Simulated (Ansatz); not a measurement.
Bond stretch in AlMg (anion, charge -1), lowest triplet found (which spin is the ground state isn't settled by this scan).

- UCCSDT = CCSDT on UHF/aug-cc-pVDZ, frozen core (Ansatz, a quantum-chemistry and plane-wave program)
- UHF/aug-cc-pVDZ (Ansatz)
- ROMP2 = MP2 on ROHF/aug-cc-pVDZ, frozen core run with Ansatz
- UKS-PBE = unrestricted PBE/aug-cc-pVDZ (Ansatz)

Energies are in kJ/mol, each relative to the lowest point of its own curve between 2.28 and 3.32 Å, where full CI is lowest.

```tsv
R / Å	UCCSDT	UHF	ROMP2	UKS-PBE
1.89	314.2	307.6	306.5	287.4
2.05	174.8	167.6	168.0	155.7
2.19	96.8	90.5	90.9	83.6
2.28	62.8	57.4	57.5	52.6
2.40	31.9	28.0	27.7	25.0
2.50	15.8	13.2	12.5	11.2
2.56	9.4	7.5	6.7	5.9
2.64	3.8	2.8	1.9	1.5
2.70	1.4	0.9	0.0	0.0
2.81	0.0	0.0	0.4	0.0
2.96	2.5	2.1	12.1	4.1
3.09	13.8	2.2	12.6	9.9
3.32	17.3	1.9	15.9	22.0
```

At the longest distance, 3.32 Å, UKS-PBE lies highest above its minimum (22.0 kJ/mol) and UHF lowest (1.9 kJ/mol).

The scan ran from 1.89 to 8.94 Å; beyond the distances shown full CI changes its symmetry label. The unrestricted determinant behind UCCSDT, UHF is spin-contaminated at 1.89 to 3.09 Å (<S²> up to 2.7, against 2.00 for a pure triplet). Where the anion isn't bound against loss of the electron, the finite basis alone holds it. The T1 diagnostic of CCSD on the restricted reference of ROMP2 exceeds 0.045 at 2.50 to 2.96 Å.
